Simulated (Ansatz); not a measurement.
Isolated molecules relaxed with PBE0-D4/def2-TZVP in Ansatz; ΔE leaves out vibrations. CBS: MP2 limit from def2 TZ/QZ plus the TZ coupled-cluster correction, frozen cores. This one scheme is used for every species. Functionals use def2-TZVPP. B3LYP here is the variant with VWN-RPA as its local correlation; programs differ in this. Each species was taken in one conformer, which may not be the lowest.

Reaction (ligand exchange at the Al–S bond): `[OH][Al]([OH])[SH]` + `O[SiH3]` → `[OH][Al]([OH])[O][SiH3]` + H₂S

```csv
level,ΔE (kJ/mol),difference from CCSD(T)/CBS
PBE0-D4,-40.5,8.9
B3LYP-D4,-52.8,-3.4
ωB97M-V,-48.4,1.0
B2PLYP,-52.8,-3.4
PBE,-36.2,13.2
r2SCAN,-45.7,3.7
HF/def2-TZVPP,-62.2,-12.8
MP2/def2-TZVPP,-50.6,-1.2
SCS-MP2/def2-TZVPP,-55.5,-6.1
CCSD/def2-TZVPP,-55.7,-6.3
CCSD(T)/def2-TZVPP,-52.9,-3.5
MP2/def2-QZVPP,-49.4,0.0
SCS-MP2/def2-QZVPP,-54.1,-4.7
HF/CBS(def2),-64.9,-15.5
MP2/CBS(def2),-47.1,2.3
CCSD/CBS(def2),-52.2,-2.8
CCSD(T)/CBS,-49.4,0
```

Largest T1 diagnostic among the species: 0.012.

From PBE to PBE0 (25 % exact exchange), in def2-TZVPP and without D4, ΔE moves by −3.5 kJ/mol. In def2-TZVPP, CCSD(T) changes the Hartree–Fock value by +9.2 kJ/mol (the triples alone add +2.8 kJ/mol) and MP2 by +11.6 kJ/mol.
